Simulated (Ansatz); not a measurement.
Consider the ligand exchange at the Si–O bond: `C[S][Sn][O][SiH3]` + `O[SiH](Cl)Cl` → `[SiH3]O[SiH](Cl)Cl` + `C[S][Sn][OH]`.

Program: Ansatz. Geometries: PBE0-D4/def2-TZVP. ΔE: electronic, gas phase. CCSD(T)/CBS is the MP2 limit (def2-TZVPP, def2-QZVPP) plus CCSD(T) − MP2 in def2-TZVPP, frozen cores. This one scheme is used for every species. DFT in def2-TZVPP. HSE06 is defined as in plane-wave codes. def2 core potentials past Kr. For Sn outer-core shells are correlated without core-valence functions, which leaves a few kJ/mol of doubt a bond. Each species was taken in one conformer, which may not be the lowest.

(1) Is it downhill or uphill in electronic energy at CCSD(T)/CBS, and by how much? (Estimate.)

(2) What do these levels give: revPBE-D4, B97M-V, PBE0-D4, r2SCAN0-D4, BHLYP-D4, CAM-B3LYP-D4, ωB97M-V, r2SCAN, PBE0, r2SCAN0, HSE06, LC-ωPBE? (Best estimate.)

Largest T1 diagnostic among the species: 0.016.

## Answers

(1) Computed: Uphill: ΔE = +1.1 kcal/mol.

(2) Ansatz gave: revPBE-D4 1.1, B97M-V 1.7, PBE0-D4 1.4, r2SCAN0-D4 1.4, BHLYP-D4 1.1, CAM-B3LYP-D4 0.9, ωB97M-V 0.9, r2SCAN 1.4, PBE0 1.5, r2SCAN0 1.4, HSE06 1.6, LC-ωPBE 0.9 kcal/mol.

At CCSD(T), def2-SVP lies +1.8 kcal/mol from the extrapolated value and def2-TZVPP +0.2 kcal/mol. Leaving LDA and LC-ωPBE aside and taking each functional with its dispersion term where it has one, the values, not all of them listed here, spread over 1.0 kcal/mol, from ωB97X-V to B97M-V.
